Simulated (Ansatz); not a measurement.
Redistribution: CH2BrI + C2ClF3 → CH2ClI + C2BrF3

Gas-phase species: CH2BrI (bromoiodomethane) `BrCI`, singlet; C2ClF3 `FC(F)=C(F)Cl`, singlet; CH2ClI (chloroiodomethane) `ClCI`, singlet; C2BrF3 (bromotrifluoroethene) `FC(F)=C(F)Br`, singlet. The partners trade Br for Cl; both sit on C, so the bond types are kept.

Shapes, held fixed at every level: PBE0-D4/def2-TZVP. Programs: Ansatz 0.2.0. The zero-point and thermal change to 298 K, harmonic and unscaled (PBE0-D4/def2-TZVP), is +0.2 kJ/mol.

Task: Estimate ΔH(298 K) of this reaction.

Result: The highest level, CCSD(T)/def2-TZVPP, gives ΔH(298 K) = +5.4 kJ/mol; the levels span +4.6 to +9.8. The column of differences is taken from that level and isn't an error. No measured value is set beside it here. For atoms past krypton def2 sets carry core potentials with scalar relativity. Relativity is left out for Br. Outer-core shells of Br, I are correlated, in sets that cover them unevenly.

| level | kind | ΔH(298 K) (kJ/mol) | less CCSD(T)/def2-TZVPP |
| --- | --- | --- | --- |
| SPW92/def2-TZVPP | LDA | +5.6 | +0.2 |
| PBE-D4/def2-TZVPP | GGA | +4.7 | -0.7 |
| B3LYP-D4/def2-TZVPP | global hybrid | +4.6 | -0.8 |
| PBE0-D4/def2-TZVPP | global hybrid | +5.4 | 0.0 |
| MP2/def2-SVP | perturbation theory | +9.8 | +4.4 |
| CCSD/def2-TZVPP | coupled cluster or CI | +5.4 | 0.0 |
| CCSD(T)/def2-TZVPP | coupled cluster or CI | +5.4 | 0.0 |
